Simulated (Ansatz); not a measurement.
Task: Name a neutral molecule of Al, F, N, S and H with HOMO energy (PBE0/def2-TZVPP) between -7.85 and -7.55 eV and HOMO energy (B3LYP/def2-TZVPP) between -7.35 and -7.05 eV (Ansatz, PBE0-D4/def2-TZVP geometry).

Result: `[NH2][Al]([F])[SH]` (-7.58 eV, -7.32 eV). Other molecules can fit too; these were computed, each in one conformer that needn't be the lowest.

B3LYP here is the variant with VWN-RPA as its local correlation; programs differ in this.
